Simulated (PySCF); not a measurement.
Molfile (atoms numbered from 1):
```
H10Si4
     RDKit          3D

 14 13  0  0  0  0  0  0  0  0999 V2000
   -0.0065    2.1125   -0.8914 Si  0  0  0  0  0  4  0  0  0  0  0  0
    0.0502    0.1617    0.3770 Si  0  0  0  0  0  4  0  0  0  0  0  0
    1.9211   -1.1497   -0.0681 Si  0  0  0  0  0  4  0  0  0  0  0  0
   -1.9397   -1.0413    0.2733 Si  0  0  0  0  0  4  0  0  0  0  0  0
    1.2034    2.9279   -0.7623 H   0  0  0  0  0  0  0  0  0  0  0  0
   -0.1405    1.8009   -2.3171 H   0  0  0  0  0  0  0  0  0  0  0  0
   -1.1287    2.9918   -0.5550 H   0  0  0  0  0  0  0  0  0  0  0  0
    0.1876    0.5985    1.7888 H   0  0  0  0  0  0  0  0  0  0  0  0
    3.1867   -0.4286    0.0874 H   0  0  0  0  0  0  0  0  0  0  0  0
    1.8948   -1.6427   -1.4480 H   0  0  0  0  0  0  0  0  0  0  0  0
    2.0188   -2.3326    0.7905 H   0  0  0  0  0  0  0  0  0  0  0  0
   -1.9483   -2.2218    1.1405 H   0  0  0  0  0  0  0  0  0  0  0  0
   -3.1155   -0.2508    0.6452 H   0  0  0  0  0  0  0  0  0  0  0  0
   -2.1840   -1.5262   -1.0880 H   0  0  0  0  0  0  0  0  0  0  0  0
  1  2  1  0
  2  3  1  0
  2  4  1  0
  1  5  1  0
  1  6  1  0
  1  7  1  0
  2  8  1  0
  3  9  1  0
  3 10  1  0
  3 11  1  0
  4 12  1  0
  4 13  1  0
  4 14  1  0
M  END
```

[PySCF 2.14: GFN2-xTB structure; PBE0/pcSseg-1 with gauge-including orbitals; no relativistic terms; averaged over atoms made equivalent by symmetry, fast rotation or ring inversion; isolated molecule; a single conformation]

Shifts are taken against calculated references (same method and geometry level): ¹H (σ = 31.72 ppm), ²⁹Si (σ = 349.16 ppm) vs TMS.

| atoms | nucleus | count | δ (ppm) |
| --- | --- | --- | --- |
| H8 | ¹H | 1 | 3.29 |
| Si1/Si3/Si4 | ²⁹Si | 3 | -111.8 |
| H5/H6/H7/H9/H10/H11/H12/H13/H14 | ¹H | 9 | ? |
| Si2 | ²⁹Si | 1 | ? |

**Question.** Fill in the missing shifts.

**Answer.** 
- H5/H6/H7/H9/H10/H11/H12/H13/H14: 3.59 ppm, hydrogen on a silicon bonded to Si
- Si2: -148.4 ppm, silicon bonded to 3 Si, H
